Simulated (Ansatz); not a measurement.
One change: `C=CCC#N` becomes `BNCC=C`.

Ansatz, PBE0-D4/def2-TZVP geometries, multiplicity 1. Each molecule was computed in one conformer, which needn't be the lowest.

```json
{"property": "HOMO energy (PBE/def2-TZVPP) / eV", "`C=CCC#N`": "-6.97"}
{"property": "LUMO energy (PBE0/def2-TZVPP) / eV", "`C=CCC#N`": "-0.21"}
{"property": "HOMO energy (PBE0/def2-TZVPP) / eV", "`C=CCC#N`": "-8.12"}
{"property": "size of the dipole moment (ωB97M-V/def2-TZVPP) / D", "`C=CCC#N`": "3.88"}
{"property": "LUMO energy (PBE/def2-TZVPP) / eV", "`C=CCC#N`": "-1.26"}
{"property": "HOMO–LUMO gap (B3LYP/def2-TZVPP) / eV", "`C=CCC#N`": "7.44"}
```

Q: What does the change do to each property? (Best estimate.)

A: Ansatz gave: 
```csv
property,`BNCC=C`,shift
HOMO energy (PBE/def2-TZVPP) / eV,-6.56,0.41
LUMO energy (PBE0/def2-TZVPP) / eV,-0.21,0.00
HOMO energy (PBE0/def2-TZVPP) / eV,-7.72,0.40
size of the dipole moment (ωB97M-V/def2-TZVPP) / D,1.87,-2.01
LUMO energy (PBE/def2-TZVPP) / eV,-1.23,0.03
HOMO–LUMO gap (B3LYP/def2-TZVPP) / eV,7.05,-0.39
```

Dipoles are sizes alone; their direction can turn.

B3LYP here is the variant with VWN-RPA as its local correlation; programs differ in this.
